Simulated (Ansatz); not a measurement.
A nudged elastic band was laid between two geometries of F3GeH (5 atoms, charge 0, multiplicity 1).

Computed with RKS PBE/def2-SVP (Ansatz).

```
movable images  : 5
climbing image  : yes
spring          : 5.0 eV/Å²
optimiser       : quadratic models (default)
start path      : through a guess of the saddle point
force threshold : 0.2 eV/Å
iteration limit : 60
end points      : relaxed
```

Image 0:

```xyz
5
Properties=species:S:1:pos:R:3
Ge 0.235 0.000 0.256
H 0.179 0.000 1.788
F 1.863 0.000 -0.341
F -0.542 1.390 -0.429
F -0.542 -1.390 -0.429
```

Image 6:

```xyz
5
Properties=species:S:1:pos:R:3
Ge -0.574 0.614 0.745
H 1.100 -0.805 0.253
F 1.628 -0.038 0.570
F -0.550 1.368 -0.854
F -0.411 -1.140 0.129
```

**Question.** Which bonds break or form, and what moves?

**Answer.** Bonds broken: Ge1–H2. Bonds formed: H2–F3. F3GeH becomes F2Ge + FH.

**Question.** Give the energies along the band, and the barrier.

**Answer.** It converged. The highest image is number 2 of 0 to 6, 196.7 kJ/mol above the first end and 158.7 kJ/mol above the last; the last end lies 38.0 kJ/mol above the first. The threshold of 0.2 eV/Å is loose, so the images may lie well off the minimum-energy path. Neighbouring images differ by up to 1.4 eV, so the band resolves the path poorly. The order of the stationary point at the top wasn't checked. The orbitals stay closed-shell, which can raise the energy where a bond breaks towards radicals; this wasn't checked here.

```tsv
image	path coordinate (Å)	energy (kJ/mol)	Ge1–H2 (Å)	H2–F3 (Å)
0	0.00	0.0	1.53	2.71
1	0.63	66.3	1.53	2.08
2	1.26	196.7	1.64	1.39
3	1.93	83.2	2.30	0.95
4	2.61	71.6	2.76	0.94
5	3.28	57.5	2.67	0.94
6	3.96	38.0	2.25	0.98
```

**Question.** What is the geometry of the highest image?

**Answer.** 
```xyz
5
Properties=species:S:1:pos:R:3:forces:R:3
Ge -0.207 0.022 0.351 -0.01 -0.09 0.03
H 0.978 0.017 1.478 -0.09 -0.02 -0.13
F 1.741 -0.054 0.314 0.08 0.05 0.03
F -0.651 1.368 -0.671 0.03 0.03 0.01
F -0.668 -1.352 -0.627 -0.01 0.03 0.06
```

Time of the run: 73 s on 1 thread of Arm Neoverse V2, on a shared host, peak memory 0.14 GiB.
